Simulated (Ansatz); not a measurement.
Reactions of C$_{2}$H$_{4}$BrClSi (`ClC1(Br)C[SiH2]1`).

Gas-phase electronic energies from Ansatz, PBE0-D4/def2-TZVP geometries. CCSD(T)/CBS adds triple-zeta CCSD(T) − MP2 to the extrapolated MP2 energy (def2 sets, frozen cores). This one scheme is used for every species, atoms too. DFT in def2-TZVPP. B3LYP here is the variant with VWN-RPA as its local correlation; programs differ in this. Open shells (•) are unrestricted, without spin–orbit coupling. Spin–orbit coupling would lower the free atoms: a little for C, Cl, Si; clearly for Br. For Br outer-core shells are correlated without core-valence functions, so the limit isn't a true one: a few kJ/mol of doubt a bond, and 10 to 20 or more in all where bonds break to atoms. Scalar relativity is left out up to krypton. One conformer a species, not always the lowest.

```csv
reaction,CCSD/CBS(def2) (kJ/mol),MP2/CBS(def2) (kJ/mol),B3LYP-D4 (kJ/mol),CCSD(T)/CBS(def2) (kJ/mol)
`ClC1(Br)C[SiH2]1` + H–F → `FC1(Br)C[SiH2]1` + HCl,26,45,14,29
`ClC1(Br)C[SiH2]1` → `C=C[SiH](Cl)Br`,-370,-358,-362,-362
`ClC1(Br)C[SiH2]1` → `Cl[Si]1(Br)CC1`,-315,-315,-305,-309
`ClC1(Br)C[SiH2]1` → Br• + 2 C• + Cl• + 4 H• + Si•,2904,3042,2941,2966
`ClC1(Br)C[SiH2]1` + HCl → `ClC1(Cl)C[SiH2]1` + HBr,9,13,7,10
`ClC1(Br)C[SiH2]1` + H₂ → `ClC1C[SiH2]1` + HBr,-86,-66,-79,-78
```

Largest T1 diagnostic: 0.012, for Si•.
